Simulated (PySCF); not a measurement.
# Dipole response of Hf(70+) (hafnium, charge +70)

1s2, closed-shell 1S. Computed with PySCF 2.14 in an uncontracted even-tempered set (15 s from 200 bohr⁻², ratio 2.2; 7 p from 310 bohr⁻², ratio 2.4; 4 d from 930 bohr⁻², ratio 2.4; 3 f from 1400 bohr⁻², ratio 2.4; 3 g from 2100 bohr⁻², ratio 2.4), with no relativity, point nucleus. Coupled (time-dependent) response in atomic units; α is the mean over directions.

```
method  mean α (bohr³)  C₆ (like pair)      S(−4)
   UHF       3.416e-07       1.921e-10  7.678e-14
  PBE0       3.423e-07       1.926e-10  7.716e-14
```

S(−4) is the Cauchy moment in α(ω) = α(0) + S(−4) ω² + …

α(iu) at UHF:

| u (hartree) | α(iu) (bohr³) |
| --- | --- |
| 0 | 3.416e-07 |
| 200 | 3.386e-07 |
| 400 | 3.298e-07 |
| 800 | 2.991e-07 |
| 1200 | 2.597e-07 |
| 1600 | 2.202e-07 |
| 2000 | 1.849e-07 |
| 3000 | 1.205e-07 |
| 4000 | 8.209e-08 |
| 6000 | 4.371e-08 |
| 10000 | 1.786e-08 |

A single London oscillator, α(iu) = α/(1 + u²/ω²), gives C₆ = (3/4) ω α². Matching the computed C₆ needs ω = 4 × 1.921e-10 / (3 × 3.416e-07²) = 2190 hartree.

For an ion, C₆ is the dispersion term alone; charge-induced terms of lower order in 1/R come first.

A non-relativistic calculation at this Z misses sizeable relativistic shifts.
